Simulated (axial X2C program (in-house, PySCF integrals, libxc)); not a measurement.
Correcting the dissociation energy of CuSn for spin–orbit coupling

A spin-free PBE0 curve (one-electron X2C) was computed with an in-house all-electron X2C program for linear molecules (integrals from PySCF), basis Sn dyall-v3z [11s12p9d1f], Cu dyall-v3z [9s9p6d3f2g] (cores contracted in-house), for the state M_S = 1/2, Λ = 1 (beyond evenly filled blocks: π+α). It gives D0 = 1.917 eV to Sn + Cu, which in a spin-free picture are the weighted means of the ground terms.

Measured levels of the ground terms (NIST Handbook of Basic Atomic Spectroscopic Data), in cm⁻¹: Sn 3P: J = 0 at 0, J = 1 at 1691.8, J = 2 at 3427.7; Cu 2S: J = 1/2 at 0.

The two components of the molecular doublet are 2086 cm⁻¹ apart in the PBE0 2c search (Ω = 1/2 lower), so the lower one lies 1043 cm⁻¹ under their mean.

Q: How far does each ground level lie under the (2J+1)-weighted mean of its term?

A: Sn: (1 × 0 + 3 × 1691.8 + 5 × 3427.7)/9 = 2468 cm⁻¹; Cu: a single level, 0.

Q: Correct D0.

A: D0 = 1.917 + (1043 − 2468)/8065.5 = 1.740 eV at PBE0 with these spin–orbit terms.

Second-order spin–orbit effects in the molecule, which grow quickly with Z, are left out. The state is one determinant whose occupation by symmetry is held fixed; it was picked as the lowest of a PBE0 search that is not exhaustive. Dissociation energies refer to the lowest single-determinant-based atoms at the same level and basis. The functionals have no current-density term, which raises determinants with orbital currents, atoms included.
